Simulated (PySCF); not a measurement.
## `Cc1cccc([P@](C)(=O)[O-])c1`: 4 charge schemes on one density

Compound: C8H10O2P (charge -1).
Z-matrix (Å and degrees, GFN2-xTB geometry), rows numbered from 1:
```
C 
C   1  1.5041
C   2  1.3894  1  120.70
C   3  1.3857  2  120.48  1  -178.49
C   4  1.3827  3  120.08  2    -0.15
C   5  1.3842  4  120.09  3    -0.30
P   6  1.8493  5  120.59  4  -179.48
C   7  1.8713  6   97.42  5    89.82
O   7  1.4901  6  109.58  5   -23.87
O   7  1.4904  6  109.45  5  -156.56
C   6  1.3828  5  119.45  4     0.53
H   1  1.0918  2  110.13  3    91.06
H   1  1.0898  2  111.14  3   -28.65
H   1  1.0884  2  110.62  3  -149.82
H   3  1.0845  2  119.68  1     1.25
H   4  1.0838  3  119.56  2   179.71
H   5  1.0801  4  121.50  3   179.29
H   8  1.0893  7  106.44  6  -179.78
H   8  1.0870  7  110.92  6    61.53
H   8  1.0871  7  111.00  6   -61.00
H  11  1.0810  2  120.85  1    -0.66
```

Density: PBE0/pcSseg-1 (PySCF); schemes: Mulliken, IAO, Hirshfeld and ESP-fitted. Isolated species at its GFN2-xTB geometry (one conformer only). The pcSseg-1 basis has no diffuse functions, a weakness for an anion.

Q: Atoms with like bonding are taken together and averaged. At which atom do the 4 schemes differ most?

A: At P7: from +0.348 (Hirshfeld) to +1.729 e (IAO), 1.381 e apart.

Q: Which atoms carry the highest charge in the Mulliken, IAO, Hirshfeld and ESP-fitted schemes?

A: All schemes agree: Mulliken P7 (+1.145); IAO P7 (+1.729); Hirshfeld P7 (+0.348); ESP-fitted P7 (+1.234).

Q: For which atoms does the sign change between the 4 schemes (beyond +0.03 e in one, beyond −0.03 e in another)?

A: C2 and C11. Atomic charges aren't observables, and each scheme defines them in its own way.

Q: Give the atomic charges in each scheme.

A: In e; atoms taken as equivalent share a row and are averaged (×n: the atom named and its like, n in all):

```json
{"atom": "C1", "environment": "benzylic-type carbon", "Mulliken": "-0.134", "IAO": "-0.421", "Hirshfeld": "-0.124", "ESP-fitted": "-0.594"}
{"atom": "C2", "environment": "substituted aromatic carbon", "Mulliken": "-0.319", "IAO": "-0.003", "Hirshfeld": "-0.007", "ESP-fitted": "+0.361"}
{"atom": "C3", "environment": "aromatic CH carbon", "Mulliken": "-0.048", "IAO": "-0.185", "Hirshfeld": "-0.081", "ESP-fitted": "-0.345"}
{"atom": "C4", "environment": "aromatic CH carbon", "Mulliken": "-0.077", "IAO": "-0.168", "Hirshfeld": "-0.073", "ESP-fitted": "-0.196"}
{"atom": "C5", "environment": "aromatic CH carbon", "Mulliken": "-0.006", "IAO": "-0.151", "Hirshfeld": "-0.058", "ESP-fitted": "-0.084"}
{"atom": "C6", "environment": "substituted aromatic carbon", "Mulliken": "-0.490", "IAO": "-0.261", "Hirshfeld": "-0.051", "ESP-fitted": "-0.179"}
{"atom": "P7", "environment": "phosphoryl phosphorus", "Mulliken": "+1.145", "IAO": "+1.729", "Hirshfeld": "+0.348", "ESP-fitted": "+1.234"}
{"atom": "C8", "environment": "sp3 carbon bound to phosphorus", "Mulliken": "-0.535", "IAO": "-0.717", "Hirshfeld": "-0.204", "ESP-fitted": "-0.628"}
{"atom": "O9/O10", "environment": "oxygen bonded to P", "Mulliken": "-0.709", "IAO": "-1.020", "Hirshfeld": "-0.492", "ESP-fitted": "-0.823"}
{"atom": "C11", "environment": "aromatic CH carbon", "Mulliken": "+0.057", "IAO": "-0.155", "Hirshfeld": "-0.058", "ESP-fitted": "-0.253"}
{"atom": "H12/H13/H14", "environment": "methyl hydrogen", "Mulliken": "+0.109", "IAO": "+0.138", "Hirshfeld": "+0.035", "ESP-fitted": "+0.145"}
{"atom": "H15", "environment": "aromatic hydrogen", "Mulliken": "+0.034", "IAO": "+0.122", "Hirshfeld": "+0.027", "ESP-fitted": "+0.154"}
{"atom": "H16", "environment": "aromatic hydrogen", "Mulliken": "+0.057", "IAO": "+0.129", "Hirshfeld": "+0.030", "ESP-fitted": "+0.129"}
{"atom": "H17", "environment": "aromatic hydrogen", "Mulliken": "+0.061", "IAO": "+0.157", "Hirshfeld": "+0.037", "ESP-fitted": "+0.115"}
{"atom": "H18/H19/H20", "environment": "methyl hydrogen", "Mulliken": "+0.100", "IAO": "+0.132", "Hirshfeld": "+0.018", "ESP-fitted": "+0.115"}
{"atom": "H21", "environment": "aromatic hydrogen", "Mulliken": "+0.045", "IAO": "+0.152", "Hirshfeld": "+0.036", "ESP-fitted": "+0.151"}
```

Mean size of the charges over all atoms: IAO 0.343 e, ESP-fitted 0.326 e, Mulliken 0.240 e, Hirshfeld 0.108 e. Each set sums to the total charge, -1, to within 0.001 e. The ESP scheme is a least-squares fit of atom-centred charges to the potential on four shells outside the van der Waals surface, with the total charge fixed. The Mulliken scheme counts on each atom the diagonal of the density matrix times the overlap matrix over that atom's basis functions.

Some averages cover members that differ in this geometry: H12/H13/H14, Mulliken +0.095 to +0.121 e.

Q: How closely do the schemes follow one another over all atoms?

A: Correlation coefficient and root-mean-square difference: IAO with ESP-fitted 0.96, 0.161 e; Mulliken with IAO 0.95, 0.211 e; IAO with Hirshfeld 0.94, 0.379 e; Hirshfeld with ESP-fitted 0.92, 0.292 e; Mulliken with Hirshfeld 0.89, 0.237 e; Mulliken with ESP-fitted 0.86, 0.224 e.

Q: Sum the charges by element, for elements with more than one atom.

A: 
```tsv
element	atoms	Mulliken	IAO	Hirshfeld	ESP-fitted
C	8	-1.551	-2.061	-0.655	-1.917
O	2	-1.417	-2.039	-0.983	-1.646
H	10	+0.823	+1.371	+0.290	+1.329
```
